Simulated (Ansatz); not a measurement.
Consider the atomization: `N#[C][Sn]([F])([F])[F]` → C• + 3 F• + N• + Sn•.

Program: Ansatz. Geometries: PBE0-D4/def2-TZVP. ΔE: electronic, gas phase. CCSD(T)/CBS adds triple-zeta CCSD(T) − MP2 to the extrapolated MP2 energy (def2 sets, frozen cores). This one scheme is used for every species, atoms too. Functionals use def2-TZVPP. B3LYP here is the variant with VWN-RPA as its local correlation; programs differ in this. HSE06 is defined as in plane-wave codes. No spin–orbit coupling; open shells (•) take unrestricted orbitals. Spin–orbit coupling would lower the free atoms: a little for C, F; strongly for Sn. def2 core potentials past Kr. Bonds to Sn are less sure, by a few kJ/mol each and by 10 to 20 or more in all where they break to atoms, as the def2 sets lack core-valence functions.

| level | ΔE (eV) | difference from CCSD(T)/CBS |
| --- | --- | --- |
| PBE-D4 | 26.04 | 0.88 |
| revPBE-D4 | 24.95 | -0.21 |
| BLYP-D4 | 25.31 | 0.15 |
| r2SCAN-D4 | 24.76 | -0.40 |
| B97M-V | 25.05 | -0.11 |
| PBE0-D4 | 24.53 | -0.63 |
| B3LYP-D4 | 24.55 | -0.61 |
| r2SCANh-D4 | 24.23 | -0.93 |
| r2SCAN0-D4 | 23.46 | -1.70 |
| HSE06-D4 | 24.54 | -0.62 |
| BHLYP-D4 | 22.78 | -2.38 |
| CAM-B3LYP-D4 | 24.85 | -0.31 |
| ωB97X-V | 25.03 | -0.13 |
| ωB97M-V | 24.84 | -0.32 |
| B2PLYP | 24.61 | -0.55 |
| PBE-QIDH | 24.32 | -0.84 |
| PBE | 25.90 | 0.74 |
| revPBE | 24.58 | -0.58 |
| BLYP | 25.01 | -0.15 |
| r2SCAN | 24.73 | -0.43 |
| B3LYP | 24.33 | -0.83 |
| r2SCANh | 24.19 | -0.97 |
| r2SCAN0 | 23.42 | -1.74 |
| HSE06 | 24.43 | -0.73 |
| BHLYP | 22.59 | -2.57 |
| CAM-B3LYP | 24.73 | -0.43 |
| LC-ωPBE | 24.98 | -0.18 |
| RPA@PBE/def2-TZVPP | 22.27 | -2.89 |
| HF/def2-SVP | 14.71 | -10.45 |
| MP2/def2-SVP | 24.28 | -0.88 |
| CCSD/def2-SVP | 22.19 | -2.97 |
| CCSD(T)/def2-SVP | 22.69 | -2.47 |
| MP2/def2-TZVPP | 25.47 | 0.31 |
| SCS-MP2/def2-TZVPP | 24.84 | -0.32 |
| CCSD/def2-TZVPP | 23.22 | -1.94 |
| SCS-MP2/def2-QZVPP | 25.62 | 0.46 |
| CCSD/def2-QZVPP | 23.97 | -1.19 |
| HF/CBS(def2) | 15.54 | -9.62 |
| MP2/CBS(def2) | 26.61 | 1.45 |
| CCSD/CBS(def2) | 24.35 | -0.81 |
| CCSD(T)/CBS | 25.16 | 0 |

Largest T1 diagnostic among the species: 0.015.

At CCSD(T), def2-SVP lies −2.47 eV from the extrapolated value and def2-TZVPP −1.14 eV: correlation converges slowly with the basis, and small sets miss more of it in the bonded molecule than in its fragments. Leaving LDA and LC-ωPBE aside and taking each functional with its dispersion term where it has one, the values spread over 3.26 eV, from BHLYP-D4 to PBE-D4. LDA lies +3.82 eV from PBE without D4, its usual overbinding.

For atomizations the MP2-based limit and the directly extrapolated one differ by several kJ/mol either way, and by 10 to 25 for some Ge, Se and Sn compounds, so smaller differences from it don't rank the levels.
